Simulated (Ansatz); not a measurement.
Geometry optimisation, RKS B3LYP-D4/STO-3G in Ansatz 0.2.0.

Input:

```yaml
crystal:
  periodic: [false, false, false]
  atoms:
    - { symbol: B, position_ang: [-0.2725, -0.9384, -0.0908] }
    - { symbol: Cl, position_ang: [1.671, -0.1564, 0.4967] }
    - { symbol: O, position_ang: [-0.1161, -1.5392, -1.2624] }
    - { symbol: O, position_ang: [-0.8024, -1.5183, 0.9763] }
    - { symbol: H, position_ang: [-0.4029, 1.6299, -0.1185] }
    - { symbol: F, position_ang: [-0.9534, 0.5856, -0.3168] }
    - { symbol: H, position_ang: [1.2838, 1.547, 0.4098] }
    - { symbol: F, position_ang: [0.4697, 2.3955, 0.1757] }
    - { symbol: H, position_ang: [0.1098, -1.0103, -2.0236] }
    - { symbol: H, position_ang: [-0.987, -0.9954, 1.7535] }
basis:
  gaussian: { orbitals: STO-3G }
hamiltonian:
  xc: b3lyp
  dispersion: d4
relax:
  f_tol: 0.15
  max_steps: 25
  restrain:
    - { distance: [0, 5], at: 2.71, k: 30.0 }
    - { distance: [4, 7], at: 2.18, k: 30.0 }
    - { distance: [6, 1], at: 2.63, k: 30.0 }
    - { distance: [0, 1], at: 1.86, k: 30.0 }
    - { distance: [4, 5], at: 0.88, k: 30.0 }
    - { distance: [6, 7], at: 0.88, k: 30.0 }
```

Run as:

```bash
$ ansatz run input.yaml --threads 1 --pin off --max-ram 2048MiB --backend cpu --events-out ev --progress --plain --runs-dir out
```

Where does it end, and by what steps?

It converged. The restraints hold the end off the free minimum. Limits of this set-up: minimal basis. After 11 steps the energy has risen by 1.599 eV (the restraints' own energy left out); H7 moved furthest, 0.78 Å. Parted: B1–F6.

```tsv
step	energy less start (eV)	largest force component (eV/Å)	accepted
0	0.0000	4.944	yes
1	0.5667	3.130	yes
2	2.1358	7.916	yes
3	2.0907	3.261	yes
4	1.8962	2.241	yes
5	1.7287	1.818	yes
6	1.6184	2.186	yes
7	1.6137	1.977	yes
8	1.6070	1.994	yes
9	1.5736	1.870	no
10	1.5782	1.946	no
11	1.5985	1.984	yes
```

```xyz
10
Properties=species:S:1:pos:R:3
B -0.118 -1.330 -0.028
Cl 1.394 -0.354 0.441
O -0.327 -1.721 -1.319
O -0.997 -1.754 0.929
H -0.736 1.678 -0.271
F -1.387 1.004 -0.469
H 1.558 2.266 0.508
F 0.923 2.947 0.288
H 0.393 -1.326 -1.914
H -0.704 -1.409 1.836
```

The run took 30 s on 1 CPU thread of a shared host.
